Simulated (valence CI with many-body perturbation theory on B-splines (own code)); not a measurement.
## E1 line list for Xe⁴⁹⁺

Level of theory: relativistic CI+MBPT: three valence electrons over a frozen Dirac-Fock core [He], a basis of 11 s, 11 p, 9 d, 7 f, 5 g, 2 h, 1 i functions for each j, with the one-electron correlation potential Σ1, the two-electron term Σ2, the three-electron term Σ3, Breit, model QED; selected CI, second order for the rest (own B-spline code, finite nucleus).

No measured spectrum was set against this ion. As an estimate, large intervals hold to a few tenths of a per cent, small ones and those within an open d or f shell to about a per cent.

Lines 1 to 50 of 281 in falling wavelength, among levels below 6091.0 eV, chosen from the strongest by gf and those to the six lowest levels. Wavelengths and rates use the calculated energies. Electric multipoles are in the length gauge, E1 and E2 with the static RPA response of the core. Weak lines are less certain than strong ones. Lines between different terms over intervals too small for the method are left out, as are lines whose strength nearly cancels. The highest levels of a list are the least certain.

Levels are named by their leading jj configuration (3d3/2^4 stands for four electrons in 3d with j = 3/2), which in mixed levels can hold well under half, so a name can repeat and another be missing. Letters in brackets count levels of one name in rising energy.

```csv
λ vac (Å),Upper,Lower,A (s⁻¹),log gf,Branch %
187.2,(2s 2p3/2 3d5/2) J=7/2 [b],(2s 2p3/2 3p3/2) J=5/2 [b],3.11e+09,-0.88,0.0
183.9,(2s 2p3/2 3d5/2) J=9/2,(2s 2p3/2 3p3/2) J=7/2,4.92e+09,-0.60,34.4
182.0,(2p1/2 2p3/2 3d5/2) J=9/2,(2p1/2 2p3/2 3p3/2) J=7/2,5.85e+09,-0.54,0.4
179.6,(2p1/2 2p3/2 3d5/2) J=7/2 [a],(2p1/2 2p3/2 3p3/2) J=5/2 [a],5.46e+09,-0.68,0.0
178.9,(2s 2p1/2 3d5/2) J=7/2,(2s 2p1/2 3p3/2) J=5/2,5.50e+09,-0.68,0.0
178.1,(2s^2 3d5/2) J=5/2,(2s^2 3p3/2) J=3/2,4.12e+09,-0.93,0.0
177.7,(2p1/2 2p3/2 3d5/2) J=7/2 [b],(2p1/2 2p3/2 3p3/2) J=5/2 [b],5.17e+09,-0.71,0.0
174.8,(2p1/2^2 3d5/2) J=5/2,(2p1/2^2 3p3/2) J=3/2,6.34e+09,-0.76,0.0
171.3,(2s 2p1/2 3d5/2) J=5/2 [a],(2s 2p1/2 3p3/2) J=3/2 [a],5.55e+09,-0.83,0.0
163.3,(2p1/2 2p3/2 3d5/2) J=5/2 [a],(2p1/2 2p3/2 3p3/2) J=3/2 [a],4.99e+09,-0.92,0.0
161.1,(2s 2p1/2 3d5/2) J=5/2 [b],(2s 2p1/2 3p3/2) J=3/2 [b],6.37e+09,-0.83,0.0
156.4,(2s 2p3/2 3d5/2) J=7/2 [a],(2s 2p3/2 3p3/2) J=5/2 [a],5.51e+09,-0.79,0.0
108.8,(2s 2p1/2 2p3/2) J=3/2 [a],(2s^2 2p3/2) J=3/2,3.77e+08,-2.57,9.8
102.6,(2p1/2 2p3/2 3p3/2) J=7/2,(2s 2p3/2 3p3/2) J=5/2 [b],2.09e+10,-0.58,0.0
96.17,(2s 2p1/2 3p3/2) J=5/2,(2s^2 3p3/2) J=3/2,1.55e+10,-0.89,0.2
95.59,(2p1/2 2p3/2 3d3/2) J=5/2 [b],(2p1/2 2p3/2 3p1/2) J=3/2 [b],1.46e+10,-0.92,0.0
89.64,(2s 2p3/2 3p3/2) J=3/2 [a],(2s 2p3/2 3s) J=3/2 [a],3.01e+10,-0.84,0.0
88.51,(2p1/2^2 3d3/2) J=3/2,(2p1/2^2 3p1/2) J=1/2,4.08e+10,-0.72,0.1
87.80,(2p1/2 2p3/2 3p3/2) J=3/2 [a],(2p1/2 2p3/2 3s) J=1/2,2.47e+10,-0.94,0.0
87.57,(2s 2p3/2 3d3/2) J=5/2 [a],(2s 2p3/2 3p1/2) J=3/2 [a],1.71e+10,-0.93,0.0
87.34,(2p1/2 2p3/2 3d3/2) J=5/2 [a],(2p1/2 2p3/2 3p1/2) J=3/2 [a],2.98e+10,-0.69,0.1
85.68,(2s 2p3/2 3d3/2) J=7/2,(2s 2p3/2 3p1/2) J=5/2,3.46e+10,-0.52,0.0
85.11,(2s 2p1/2 2p3/2) J=5/2,(2s^2 2p3/2) J=3/2,4.11e+09,-1.57,100.0
84.73,(2p1/2 2p3/2 3d3/2) J=7/2,(2p1/2 2p3/2 3p1/2) J=5/2,3.38e+10,-0.54,1.9
84.65,(2p1/2^2 3p3/2) J=3/2,(2p1/2^2 3s) J=1/2,6.80e+10,-0.53,0.1
84.40,(2s 2p1/2 3d3/2) J=3/2 [a],(2s 2p1/2 3p1/2) J=1/2 [a],3.99e+10,-0.77,0.0
83.65,(2p1/2 2p3/2 3p3/2) J=5/2 [a],(2p1/2 2p3/2 3s) J=3/2 [a],6.02e+10,-0.42,0.0
83.65,(2s 2p1/2 3p3/2) J=3/2 [b],(2s 2p1/2 3s) J=1/2 [b],3.61e+10,-0.82,0.0
83.61,(2s 2p3/2 3d3/2) J=5/2 [b],(2s 2p3/2 3p1/2) J=3/2 [b],4.80e+10,-0.52,0.0
83.53,(2s 2p1/2 3d3/2) J=5/2,(2s 2p1/2 3p1/2) J=3/2,3.37e+10,-0.68,0.0
83.23,(2p1/2 2p3/2 3p3/2) J=7/2,(2p1/2 2p3/2 3s) J=5/2,3.97e+10,-0.48,0.0
82.45,(2s^2 3d3/2) J=3/2,(2s^2 3p1/2) J=1/2,4.57e+10,-0.73,0.0
82.01,(2s 2p3/2 3p3/2) J=5/2 [a],(2s 2p3/2 3s) J=3/2 [a],2.46e+10,-0.83,0.0
80.45,(2s 2p3/2 3p3/2) J=7/2,(2s 2p3/2 3s) J=5/2,7.41e+10,-0.24,13.8
80.15,(2p1/2 2p3/2 3p3/2) J=3/2 [b],(2p1/2 2p3/2 3s) J=3/2 [b],3.79e+10,-0.84,0.0
79.81,(2s 2p3/2 3p3/2) J=5/2 [b],(2s 2p3/2 3s) J=3/2 [b],7.71e+10,-0.35,0.1
76.46,(2s 2p1/2 3p3/2) J=3/2 [a],(2s 2p1/2 3s) J=1/2 [a],8.02e+10,-0.55,0.1
75.89,(2s 2p1/2^2) J=1/2,(2s^2 2p1/2) J=1/2,9.43e+09,-1.79,100.0
75.80,(2p1/2 2p3/2 3p3/2) J=5/2 [b],(2p1/2 2p3/2 3s) J=3/2 [b],3.61e+10,-0.73,0.0
74.72,(2s^2 3p3/2) J=3/2,(2s^2 3s) J=1/2,9.13e+10,-0.51,0.8
74.61,(2s 2p3/2 3p3/2) J=3/2 [b],(2s 2p3/2 3s) J=3/2 [b],3.69e+10,-0.91,0.0
73.94,(2p1/2 2p3/2 3p3/2) J=5/2 [b],(2p1/2 2p3/2 3s) J=5/2,5.30e+10,-0.58,0.0
73.91,(2s 2p1/2 3p3/2) J=5/2,(2s 2p1/2 3s) J=3/2,6.99e+10,-0.46,0.9
73.14,(2s 2p3/2 3p3/2) J=5/2 [a],(2s 2p3/2 3s) J=5/2,3.03e+10,-0.84,0.0
73.01,(2s 2p3/2 3p3/2) J=3/2 [b],(2s 2p3/2 3s) J=1/2,6.21e+10,-0.70,0.1
72.64,(2s 2p1/2 3p3/2) J=3/2 [b],(2s 2p1/2 3s) J=3/2,4.93e+10,-0.81,0.0
72.59,(2s 2p3/2 3p3/2) J=1/2 [b],(2s 2p3/2 3s) J=1/2,8.05e+10,-0.90,1.9
70.88,(2p1/2^2 2p3/2) J=3/2,(2s 2p1/2 2p3/2) J=3/2 [b],8.75e+09,-1.58,1.5
69.65,(2p1/2 2p3/2 3p3/2) J=1/2 [b],(2p1/2 2p3/2 3s) J=3/2 [b],8.86e+10,-0.89,0.1
63.33,(2s 2p1/2 2p3/2) J=3/2 [b],(2s^2 2p3/2) J=3/2,5.70e+09,-1.86,0.8
```

(1) How does gf follow from A for the line at 75.80 Å?

Results:

(1) gf = 1.4992 × (2J+1)_upper × A / σ², with σ = 1319333 cm⁻¹ and 2J+1 = 6: gf = 0.186.
